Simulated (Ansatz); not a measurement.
```xyz
12

C     0.404    0.673   -1.445
N    -0.096   -0.114   -0.350
Si    0.285   -1.411    0.695
C    -0.220    0.354    1.007
O    -1.448    0.880    1.404
H     0.518    0.043   -2.329
H     1.378    1.129   -1.221
H    -0.297    1.475   -1.691
H     1.698   -1.837    0.880
H    -0.639   -2.571    0.683
H     0.553    1.048    1.352
H    -2.137    0.332    1.015
```

Charge 0, multiplicity 1.

List the ωB97M-V/def2-TZVPP orbital energies in eV (Ansatz). (Estimate.)

The calculation gave: Occupied: -1807.16, -526.00, -394.40, -283.32, -282.09, -148.23, -102.36, -102.33, -102.31, -31.56, -28.06, -22.87, -19.77, -17.53, -16.41, -15.80, -14.68, -14.11, -13.57, -12.99, -12.38, -11.05, -9.36, -8.89. Lowest empty: 1.45, 2.48, 2.90, 3.11, 3.25, 4.09, 4.74, 4.97.
